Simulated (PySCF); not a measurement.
An unknown is described by computed data only.

Formula: C4H13BSi.

* Polarisability: 95.1 au [PBE0/def2-SVPD]
* Triplet: lowest triplet excitation (Tamm–Dancoff): 3.67 eV [TDA PBE0/def2-SVPD]
* Rotational structure: rotational constants A, B, C: 2.408, 2.094, 1.281 GHz [PBE0-D3(BJ)/def2-SVP]
* UV, first state: lowest singlet excitation: 4.47 eV (277 nm, f = 0.003) [TDDFT PBE0/def2-SVPD]
* 13C NMR: chemical shifts (computed TMS as zero) by class: 29.8 (2 C), 5.5 (2 C) ppm [GIAO KT2/pcSseg-1]
* XPS: Si2p3/2 106.0, B1s 195.3, C1s 290.0 (×2), C1s 290.7 (×2), Si1s 1845.7 eV [ΔSCF SCAN, pcX-2 on the ionised atom, pcseg-1 elsewhere, spin-free X2C, 2p3/2 from a spin–orbit splitting computed afterwards within the 2p shell]
* UV, strongest line: among the 10 lowest singlet transitions: S4 at 6.82 eV (182 nm, f = 0.058) [TDDFT PBE0/def2-SVPD]

The electronic properties come from PySCF, for the isolated species, density fitting. Levels stand in brackets. The structure is a single PBE0-D3(BJ)/def2-SVP conformer in the gas phase; no vibrational or solvent corrections. NMR classes are plain means over equivalent atoms (diastereotopic ones count apart unless rotation or inversion swaps them), as if these changed places fast.

Task: Give a SMILES that accounts for the data.

Result: 4 carbons fall into 2 classes; from least to most shielded: carbon bonded to B, C and 2 H (29.8 ppm, 2 C), carbon bonded to C and 3 H (5.5 ppm, 2 C, up to 2.0 ppm apart in this geometry). The core levels belong to: Si2p3/2 106.0 eV, silicon bonded to B and 3 H; B1s 195.3 eV, boron bonded to 2 C and Si; C1s 290.0 eV, carbon bonded to B, C and 2 H; C1s 290.7 eV, carbon bonded to C and 3 H; Si1s 1845.7 eV, silicon bonded to B and 3 H. One atom of each topological class was ionised and stands for its class. By its constants the optimised geometry is an asymmetric top. Structure: `CCB([SiH3])CC` (BEt2(SiH3)). The assignments are read from this structure; whether some other isomer fits the data as well wasn't checked.
